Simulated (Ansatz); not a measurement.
```xyz
12

C     1.6637    1.0612    0.3080
C     0.4818    0.4254    0.9860
Se   -1.2049    1.5387    1.1646
B    -0.7668   -0.0481    0.2362
Si   -1.5641   -1.3731   -1.0112
H     2.1523    1.7995    0.9477
H     1.3759    1.5518   -0.6231
H     2.4000    0.2860    0.0684
H     0.7150   -0.0471    1.9380
H    -1.4994   -2.7311   -0.4019
H    -0.7745   -1.4020   -2.2745
H    -2.9791   -1.0612   -1.3381
```

Charge 0, multiplicity 1.

(1) List the PBE0/def2-TZVPP orbital energies in eV (Ansatz). (Estimate.)

Answers

(1) Computed: Occupied: -12361.50, -1802.35, -1584.29, -1421.32, -1421.28, -1421.27, -279.26, -278.35, -214.70, -185.40, -158.26, -158.13, -158.10, -144.73, -99.38, -99.38, -99.37, -58.25, -58.22, -58.18, -58.07, -58.06, -22.54, -19.85, -16.43, -15.36, -13.41, -12.18, -11.78, -10.90, -9.99, -9.86, -9.82, -8.11, -7.61, -7.21. Lowest empty: -1.85, -0.32, 0.61, 0.96, 1.47, 1.64, 2.00, 2.18.
